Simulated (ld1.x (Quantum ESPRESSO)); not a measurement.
**Plane-wave convergence, TM potential for tellurium**

Te (Z = 52), norm-conserving Troullier–Martins (Kleinman–Bylander form), made with ld1.x (Quantum ESPRESSO) 7.5 (LDA (PZ), fully relativistic). Core [Kr] 4d10, reference 5s2 5p4. Waves: 5p (bound): rc 2.40 bohr; 5s (bound): rc 1.80 bohr. Local part: the s channel. Core correction: a·sin(br)/r model core inside 1.25 bohr.

Open shells are filled in proportion to 2j + 1 (rel_dist='average').

The pseudo-atom Hamiltonian at the reference potential is diagonalised in spherical Bessel functions j_l(qr) that vanish at 20 bohr, with q² up to the cutoff. All-electron valence levels (Ry): 5p1/2 -0.4913, 5p3/2 -0.4309, 5s -1.1278.

How do the lowest levels (Ry) of each channel move with the cutoff, and are there ghosts?

| cutoff (Ry) | p1/2 #1 | p3/2 #1 | s #1 | d #1 | f #1 | Σ f·Δε (mRy) |
| --- | --- | --- | --- | --- | --- | --- |
| 8 | -0.4734 | -0.4161 | -1.0738 | 0.0485 | 0.1138 | 171.3 |
| 12 | -0.4860 | -0.4272 | -1.1140 | 0.0484 | 0.1138 | 44.6 |
| 15 | -0.4901 | -0.4302 | -1.1159 | 0.0482 | 0.1138 | 27.3 |
| 21 | -0.4908 | -0.4304 | -1.1189 | 0.0476 | 0.1138 | 19.7 |
| 25 | -0.4909 | -0.4306 | -1.1220 | 0.0474 | 0.1138 | 12.9 |
| 35 | -0.4912 | -0.4309 | -1.1271 | 0.0474 | 0.1138 | 1.3 |
| 40 | -0.4912 | -0.4309 | -1.1274 | 0.0474 | 0.1138 | 0.9 |
| 50 | -0.4912 | -0.4309 | -1.1275 | 0.0474 | 0.1138 | 0.6 |
| 400 | -0.4912 | -0.4309 | -1.1278 | 0.0473 | 0.1138 | 0.0 |

Result: no extra level below or beside the all-electron valence levels (p1/2, p3/2, s, d, f tested); 10 mRy is reached at 30 Ry and 1 mRy at 40 Ry.
